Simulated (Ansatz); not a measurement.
`OBN([SiH3])[SiH3]` + `[CH3][Al]([SiH3])[SiH3]` → `O[BH][Al]([SiH3])[SiH3]` + `CN([SiH3])[SiH3]`  (redistribution)

Program: Ansatz. Geometries: PBE0-D4/def2-TZVP. ΔE: electronic, gas phase. CBS: MP2 limit from def2 TZ/QZ plus the TZ coupled-cluster correction, frozen cores. One conformer a species, not always the lowest.

`OBN([SiH3])[SiH3]`:

Cartesian coordinates in Å:
```
O -0.137 2.329 -0.027
B 0.403 1.241 0.601
N 0.070 -0.041 0.088
Si 0.693 -1.505 0.797
Si -0.998 -0.142 -1.298
H 0.121 3.166 0.362
H 1.129 1.374 1.548
H -0.421 -2.369 1.269
H 1.565 -1.147 1.941
H 1.475 -2.277 -0.205
H -2.331 0.435 -1.001
H -1.154 -1.593 -1.590
H -0.414 0.528 -2.485
```

`[CH3][Al]([SiH3])[SiH3]`:

```xyz
13

C    -0.635    1.221    1.667
Al   -0.058    0.149    0.136
Si    0.328   -2.262    0.470
Si    0.287    1.116   -2.101
H    -0.751    2.282    1.434
H    -1.593    0.851    2.049
H     0.080    1.129    2.492
H     0.768   -2.972   -0.765
H    -0.913   -2.941    0.950
H     1.373   -2.500    1.511
H     0.021    2.582   -2.178
H    -0.598    0.452   -3.104
H     1.690    0.895   -2.560
```

`O[BH][Al]([SiH3])[SiH3]`:

```xyz
13

O    -1.600   -0.240    2.615
B    -1.037    0.694    1.809
Al   -0.036    0.061    0.023
Si    2.385   -0.408    0.028
Si   -1.168   -0.118   -2.158
H    -2.030    0.126    3.394
H    -1.128    1.856    2.139
H     2.785   -1.277    1.174
H     2.876   -1.062   -1.218
H     3.143    0.871    0.178
H    -2.620    0.224   -2.135
H    -1.050   -1.508   -2.690
H    -0.520    0.781   -3.160
```

`CN([SiH3])[SiH3]`:

Z-matrix (Å, degrees):
```
C
N 1 1.462
H 1 1.095 2 110.8
H 1 1.095 2 110.8 3 118.5
H 1 1.096 2 112.4 3 -120.7
Si 2 1.725 1 116.8 3 -153.2
Si 2 1.725 1 116.8 3 34.8
H 6 1.492 2 112.4 1 -64.1
H 6 1.483 2 108.6 1 175.1
H 6 1.490 2 109.5 1 54.5
H 7 1.483 2 108.6 1 -175.2
H 7 1.492 2 112.4 1 64.1
H 7 1.490 2 109.5 1 -54.5
```

| species | HF/def2-QZVPP energy (Eh) |
| --- | --- |
| `OBN([SiH3])[SiH3]` | -736.77609 |
| `[CH3][Al]([SiH3])[SiH3]` | -862.94939 |
| `O[BH][Al]([SiH3])[SiH3]` | -924.09890 |
| `CN([SiH3])[SiH3]` | -675.53840 |

(1) Work out ΔE.

Largest T1 diagnostic among the species: 0.015.

Answers

(1) ΔE = (-924.09890) + (-675.53840) − (-736.77609) − (-862.94939) = 0.08818 Eh = +231.5 kJ/mol. CCSD(T)/CBS gives +231.4 kJ/mol.

From PBE to PBE0 (25 % exact exchange), in def2-TZVPP and without D4, ΔE moves by +6.5 kJ/mol.
